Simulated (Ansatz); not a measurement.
**GeH3O (SMILES [O][GeH3]): the energy to break a bond**

The species is GeH3O (5 atoms), meant as a doublet with charge 0. SMILES: `[O][GeH3]`. Geometry: optimised at PBE0/def2-SVP.

```csv
atom,x (Å),y (Å),z (Å)
O,-1.4464,0.4237,0.7815
Ge,0.0671,-0.0591,-0.0569
H,-0.1582,-0.0903,-1.5783
H,0.5532,-1.4196,0.4715
H,1.0341,1.0716,0.3408
```

Wanted: the dissociation energy of the Ge2–O1 bond into doublet GeH3 and triplet O (shapes relaxed at PBE0/def2-SVP, no zero-point term). 1 Eh = 2625.50 kJ/mol = 27.2114 eV. Totals in Eh; open shells run unrestricted unless said.

```tsv
level	program	GeH3O	doublet GeH3	triplet O
USVWN5/def2-TZVPP	Ansatz	-2150.260974	-2075.558378	-74.525567
UBLYP/def2-TZVPP	Ansatz	-2154.027466	-2078.796009	-75.085143
UB3LYP/def2-TZVPP	Ansatz	-2154.036537	-2078.799294	-75.096275
```

Problem. Work out the dissociation energy at each level.

Solution. 
1. USVWN5/def2-TZVPP: (-2075.558378) + (-74.525567) − (-2150.260974) = 0.177029 Eh = 464.8 kJ/mol = 4.82 eV.
2. UBLYP/def2-TZVPP: (-2078.796009) + (-75.085143) − (-2154.027466) = 0.146314 Eh = 384.1 kJ/mol = 3.98 eV.
3. UB3LYP/def2-TZVPP: (-2078.799294) + (-75.096275) − (-2154.036537) = 0.140968 Eh = 370.1 kJ/mol = 3.84 eV.

The levels span 370 to 465 kJ/mol; no measured value is set beside them. A bond enthalpy at 298 K also holds the loss of zero-point energy and thermal terms.
